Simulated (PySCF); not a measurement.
A structure optimised at PBE0-D3(BJ)/def2-SVP, used in a PySCF frequency run:

```
In
Br 1 2.5279
Br 1 2.5279 2 120.17
```
Charge 0, spin multiplicity 2.

Q: Write its SMILES, formula and point group.

A: [Br][In][Br], Br2In, C2v

Q: What are its rotational constants (standard atomic weights)?

A: 4.7586, 0.65876, 0.57866 GHz
